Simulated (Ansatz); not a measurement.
`N[Si](F)(F)[SiH3]` + `BN[SiH3]` → `BN([SiH3])[SiH3]` + `N[SiH](F)F` at 600 K and 1 bar (cleavage of the Si–Si bond).

Calculated with Ansatz (gas phase, PBE0-D4/def2-TZVP geometries, no zero-point term in ΔE). CCSD(T)/CBS is the MP2 limit (def2-TZVPP, def2-QZVPP) plus CCSD(T) − MP2 in def2-TZVPP, frozen cores. This one scheme is used for every species. Each species was taken in one conformer, which may not be the lowest.

| species | CCSD(T)/CBS energy (Eh) | H − E (kJ/mol) | S (J/(mol·K)) |
| --- | --- | --- | --- |
| `N[Si](F)(F)[SiH3]` | -835.62453 | 219.2 | 469.9 |
| `BN[SiH3]` | -372.22946 | 214.2 | 364.4 |
| `BN([SiH3])[SiH3]` | -662.52490 | 273.2 | 451.2 |
| `N[SiH](F)F` | -545.34917 | 153.9 | 375.0 |

H − E and S are ideal-gas, rigid-rotor, harmonic terms from PBE0-D4/def2-TZVP, for one conformer and one mirror image of each species. 1 Eh = 2625.50 kJ/mol, R = 8.31446 J/(mol·K).

Task: By hand: ΔE, ΔH, ΔS and ΔG.

Result: ΔE = (-662.52490) + (-545.34917) − (-835.62453) − (-372.22946) = -0.02008 Eh = -52.7 kJ/mol. Δ(H − E) = 273.2 + 153.9 − 219.2 − 214.2 = -6.3, so ΔH = -59.0 kJ/mol. ΔS = 451.2 + 375.0 − 469.9 − 364.4 = -8.1 J/(mol·K). ΔG = -59.0 − 600 × (-8.1)/1000 = -54.1 kJ/mol.

Task: By hand: the equilibrium constant, and the temperature at which ΔG would vanish if ΔH and ΔS stayed fixed.

Result: log₁₀ K = −ΔG/(RT ln 10) = 4.7. ΔG = 0 at ΔH/ΔS = 7284 K, far beyond where these terms or the molecules hold.

The number of gas molecules stays the same, so ΔS is small and ΔH decides. A doubt of 5 kJ/mol in ΔE shifts log₁₀ K by 0.4 here. Other conformers and mirror images would add mixing entropy, several J/(mol·K) or more a flexible species. Modes under 60 cm⁻¹, often nearly free rotors, make the harmonic entropy too high. These are equilibria of isolated gas molecules and say nothing of rates. Largest T1 diagnostic: 0.013 (customary marks: 0.02 for closed shells, 0.045 for open ones).
